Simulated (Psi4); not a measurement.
H2BO2 (SMILES O[B]O), doublet, geometry from GFN2-xTB; Psi4 with MP2.5/cc-pVTZ.

Here is a job for Psi4.
```
memory 2 GB

molecule {
0 2
  O     1.13377266    0.12435186   -0.36781878
  B    -0.03360281   -0.52188624   -0.20573049
  O    -1.12795819   -0.03404720    0.40341739
  H     1.22824605    1.02526193   -0.02617740
  H    -1.10674775    0.86173194    0.77004098
}

set basis cc-pvtz
set reference uhf

energy('mp2.5')
print_variables()
```

What the program printed (banner, timings and long lists left out):

```
    Information: MP2.5 default algorithm changed to DF in August 2020. Use `set mp_type conv` for previous behavior.
    For method 'MP2.5', SCF Algorithm Type (re)set to DISK_DF.

   => Loading Basis Set <=

    Name: CC-PVTZ
    Role: ORBITAL
    Keyword: BASIS

         ---------------------------------------------------------
                                   SCF
               by Justin Turney, Rob Parrish, Andy Simmonett
                          and Daniel G. A. Smith
                              UHF Reference
         ---------------------------------------------------------

  ==> Geometry <==

    Molecular point group: c1
    Full point group: C1

    Geometry (in Angstrom), charge = 0, multiplicity = 2:

       Center              X                  Y                   Z               Mass
    ------------   -----------------  -----------------  -----------------  -----------------
         O            1.137204701674     0.177655013908    -0.346806378645    15.994914619570
         B           -0.030170768326    -0.468583086092    -0.184718088645    11.009305360000
         O           -1.124526148326     0.019255953908     0.424429791355    15.994914619570
         H            1.231678091674     1.078565083908    -0.005164998645     1.007825032230
         H           -1.103315708326     0.915035093908     0.791053381355     1.007825032230

  Running in c1 symmetry.

  Rotational constants: A =      3.07349  B =      0.34440  C =      0.30969 [cm^-1]
  Rotational constants: A =  92140.92149  B =  10324.73833  C =   9284.38762 [MHz]
  Nuclear repulsion =   60.470006418268824

  Charge       = 0
  Multiplicity = 2
  Electrons    = 23
  Nalpha       = 12
  Nbeta        = 11

  ==> Algorithm <==

  SCF Algorithm Type is DISK_DF.
  DIIS enabled.
  MOM disabled.
  Fractional occupation disabled.
  Guess Type is SAD.
  Energy threshold   = 1.00e-08
  Density threshold  = 1.00e-08
  Integral threshold = 1.00e-12

  ==> Primary Basis <==

  Basis Set: CC-PVTZ
    Blend: CC-PVTZ
    Number of shells: 42
    Number of basis functions: 118
    Number of Cartesian functions: 135
    Spherical Harmonics?: true
    Max angular momentum: 3

   => Loading Basis Set <=

    Name: (CC-PVTZ AUX)
    Role: JKFIT
    Keyword: DF_BASIS_SCF

  ==> Integral Setup <==

  ==> DiskDFJK: Density-Fitted J/K Matrices <==

    J tasked:                  Yes
    K tasked:                  Yes
    wK tasked:                  No
    Integrals threads:           1
    Algorithm:                Core
    Integral Cache:           SAVE
    Schwarz Cutoff:          1E-12
    Fitting Condition:       1E-10

   => Auxiliary Basis Set <=

  Basis Set: (CC-PVTZ AUX)
    Blend: CC-PVTZ-JKFIT
    Number of shells: 95
    Number of basis functions: 297
    Number of Cartesian functions: 358
    Spherical Harmonics?: true
    Max angular momentum: 4

  Minimum eigenvalue in the overlap matrix is 1.1403106021E-03.
  Reciprocal condition number of the overlap matrix is 1.9836462077E-04.
    Using symmetric orthogonalization.

  ==> Pre-Iterations <==

  SCF Guess: Superposition of Atomic Densities via on-the-fly atomic UHF (no occupation information).

   -------------------------
    Irrep   Nso     Nmo
   -------------------------
     A        118     118
   -------------------------
    Total     118     118
   -------------------------

  ==> Iterations <==

                           Total Energy        Delta E     RMS |[F,P]|

   @DF-UHF iter SAD:  -174.65728478045051   -1.74657e+02   0.00000e+00
   @DF-UHF iter   1:  -175.55233343410742   -8.95049e-01   4.95719e-03 DIIS/ADIIS
   @DF-UHF iter   2:  -175.64370663111904   -9.13732e-02   3.06018e-03 DIIS/ADIIS
   @DF-UHF iter   3:  -175.68397159909125   -4.02650e-02   3.15303e-04 DIIS/ADIIS
   @DF-UHF iter   4:  -175.68555892810707   -1.58733e-03   9.12812e-05 DIIS
   @DF-UHF iter   5:  -175.68572819325897   -1.69265e-04   3.23036e-05 DIIS
[...]
  @DF-UHF Final Energy:  -175.68575781832325
    Total Energy =                       -175.6857578183232533
  DIE_IF_NOT_CONVERGED          => (empty)
[...]
  REG_PARAM                     => (empty)
  RELATIVISTIC                  => (empty)
  REMP_A                        => (empty)
  RESTRICTED_DOCC               => (empty)
  RESTRICTED_UOCC               => (empty)
  RMS_MOGRAD_CONVERGENCE        => (empty)
  R_CONVERGENCE                 => (empty)
  SCF_TYPE                      => DISK_DF         !
  SCREENING                     => (empty)
  SCS_TYPE                      => (empty)
  SOCC                          => (empty)
  SOS_TYPE                      => (empty)
  TRIPLES_IABC_TYPE             => (empty)
  WFN                           => (empty)
  WFN_TYPE                      => DF-OMP2.5       !
  WRITER_FILE_LABEL             => (empty)
  ZORA_BASIS_TOLERANCE          => (empty)
  ZORA_NR_DEBUG                 => (empty)
  ZORA_PRUNING_SCHEME           => (empty)
  ZORA_RADIAL_POINTS            => (empty)
  ZORA_SPHERICAL_POINTS         => (empty)

	For this residual convergence, default PCG convergence is:     1.00e-07
	For this energy convergence, default residual convergence is:     3.16e-07

 ==============================================================================
 ==============================================================================
 ==============================================================================

                    DF-MP2.5
              Program Written by Ugur Bozkaya
              Latest Revision September 9, 2017

 ==============================================================================
 ==============================================================================
 ==============================================================================

	MO spaces...

	 FC   AOCC   BOCC  AVIR   BVIR   FV
	------------------------------------------
	  0    12    11   106    107     0

	Number of basis functions in the DF-CC basis: 303

	Total memory requirement for DF+CC int:     78.62 MB

	Computing DF-MP2 energy ...
	=======================================================================
	Nuclear Repulsion Energy (a.u.)    :    60.47000641826882
	DF-HF Energy (a.u.)                :  -175.68575781832325
	REF Energy (a.u.)                  :  -175.68575781832325
	Alpha-Alpha Contribution (a.u.)    :    -0.07959655463651
	Alpha-Beta Contribution (a.u.)     :    -0.44239323443293
	Beta-Beta Contribution (a.u.)      :    -0.07188129092010
	Scaled_SS Correlation Energy (a.u.):    -0.05049261518554
	Scaled_OS Correlation Energy (a.u.):    -0.53087188131952
	DF-SCS-MP2 Total Energy (a.u.)     :  -176.26712231482830
	DF-SOS-MP2 Total Energy (a.u.)     :  -176.26086902308606
	DF-SCS(N)-MP2 Total Energy (a.u.)  :  -175.95235882650289
	DF-MP2 Correlation Energy (a.u.)   :    -0.59387107998954
	DF-MP2 Total Energy (a.u.)         :  -176.27962889831281
	=======================================================================

	=======================================================================
	================ MP2.5 FINAL RESULTS ==================================
	=======================================================================
	Nuclear Repulsion Energy (a.u.)    :    60.47000641826882
	SCF Energy (a.u.)                  :  -175.68575781832325
	REF Energy (a.u.)                  :  -175.68575781832325
	Alpha-Alpha Contribution (a.u.)    :    -0.07666713319486
	Alpha-Beta Contribution (a.u.)     :    -0.45075927748101
	Beta-Beta Contribution (a.u.)      :    -0.06868541340307
	DF-MP3 Correlation Energy (a.u.)   :    -0.59835256816834
	DF-MP3 Total Energy (a.u.)         :  -176.28411038649159
	DF-MP2.5 Correlation Energy (a.u.) :    -0.59611182407895
	DF-MP2.5 Total Energy (a.u.)       :  -176.28186964240220
	=======================================================================

  Variable Map:
  ----------------------------------------------------------------------------
[...]
  Array Variable Map:
  ----------------------------------------------------------------------------
[...]
[...]
```
